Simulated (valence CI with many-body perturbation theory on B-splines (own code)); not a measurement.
**Energy levels of Lu²⁹⁺**

Calculated by valence CI with perturbative core correlation (CI+MBPT): six valence electrons over a frozen Dirac-Fock core [Kr], a basis of 7 s, 7 p, 8 d, 6 f, 4 g, 1 h functions for each j, with the one-electron correlation potential Σ1, the two-electron term Σ2, the three-electron term Σ3, Breit, model QED; selected CI, second order for the rest, scaled by the run's own slope (own B-spline code, finite nucleus).

No measured spectrum was set against this ion. As an estimate, large intervals hold to a few tenths of a per cent, small ones and those within an open d or f shell to about a per cent. Core correlation moves these levels by up to 8000 cm⁻¹, and in measured spectra 5 to 20 % of such shifts remained as error; rates that hang on mixing are uncertain with them. Among the levels kept, up to 770 cm⁻¹ of a level comes from second order outside the variational space, and about a tenth of that is noise between levels of different J, which matters for small intervals. Only levels of the ground parity were solved; by the run's estimate the other parity begins above the list, which can be wrong where configurations are misplaced.

Levels 1 to 34 of 34, with energies above the lowest level, (4d3/2^4 4d5/2^2) J=4. "Leading %" is the weight of the configuration and term that name the level; weights of strongly mixed levels are sums over their largest components and can fall short. In the jj column 3d3/2^4 stands for four electrons in 3d with j = 3/2.

```csv
No.,Configuration,Term,J,E (cm⁻¹),Leading %,g,Leading jj
1,4d6,5D,4,0,42,1.296,4d3/2^4 4d5/2^2 (92 %)
2,4d6,3P,2,19681,41,1.313,4d3/2^4 4d5/2^2 (92 %)
3,4d6,3P,0,61106,45,,4d3/2^4 4d5/2^2 (79 %)
4,4d6,5D,3,86931,71,1.393,4d3/2^3 4d5/2^3 (93 %)
5,4d6,5D,4,97000,39,1.156,4d3/2^3 4d5/2^3 (91 %)
6,4d6,5D,1,99839,56,1.345,4d3/2^3 4d5/2^3 (93 %)
7,4d6,3G,5,119160,58,1.129,4d3/2^3 4d5/2^3 (99 %)
8,4d6,3H,6,120980,70,1.114,4d3/2^3 4d5/2^3 (98 %)
9,4d6,3F,2,134700,50,0.949,4d3/2^3 4d5/2^3 (92 %)
10,4d6,3G,3,138430,30,1.045,4d3/2^3 4d5/2^3 (95 %)
11,4d6,3P,0,164780,79,,4d3/2^3 4d5/2^3 (74 %)
12,4d6,3D,2,168790,36,1.151,4d3/2^3 4d5/2^3 (72 %)
13,4d6,3P,1,170540,51,1.089,4d3/2^3 4d5/2^3 (91 %)
14,4d6,3G,4,173180,36,1.039,4d3/2^3 4d5/2^3 (88 %)
15,4d6,3F,3,181830,53,1.075,4d3/2^3 4d5/2^3 (97 %)
16,4d6,5D,2,197460,45,1.425,4d3/2^2 4d5/2^4 (85 %)
17,4d6,5D,0,206650,54,,4d3/2^2 4d5/2^4 (89 %)
18,4d6,3F,4,215650,40,1.096,4d3/2^2 4d5/2^4 (96 %)
19,4d6,3D,3,224520,29,1.198,4d3/2^2 4d5/2^4 (87 %)
20,4d6,3H,5,226940,58,1.099,4d3/2^2 4d5/2^4 (99 %)
21,4d6,1I,6,239070,70,1.046,4d3/2^2 4d5/2^4 (98 %)
22,4d6,3G,3,241310,45,0.955,4d3/2^2 4d5/2^4 (96 %)
23,4d6,3P,1,251350,52,1.057,4d3/2^2 4d5/2^4 (89 %)
24,4d6,1G,4,259380,55,1.054,4d3/2^2 4d5/2^4 (90 %)
25,4d6,1D,2,260040,32,1.051,4d3/2^2 4d5/2^4 (90 %)
26,4d6,3F,2,290500,71,0.848,4d3/2^2 4d5/2^4 (95 %)
27,4d6,3F,4,300270,63,1.162,4d3/2^2 4d5/2^4 (93 %)
28,4d6,3P,1,322550,67,1.498,4d3/2 4d5/2^5 (95 %)
29,4d6,1D,2,350790,82,1.024,4d3/2^2 4d5/2^4 (93 %)
30,4d6,1G,4,360900,48,1.026,4d3/2 4d5/2^5 (90 %)
31,4d6,3P,2,373470,38,1.213,4d3/2 4d5/2^5 (92 %)
32,4d6,3F,3,377850,41,1.065,4d3/2 4d5/2^5 (94 %)
33,4d6,1S,0,386730,68,,4d3/2^2 4d5/2^4 (74 %)
34,4d6,3P,0,476740,47,,4d5/2^6 (78 %)
```

The ionisation energy to 4d5 4P_5/2 of the next ion comes out as 1130.9 eV (NIST: 1130 ± 4 eV (theoretical)). All 34 levels together are meant to be complete up to 494770 cm⁻¹.
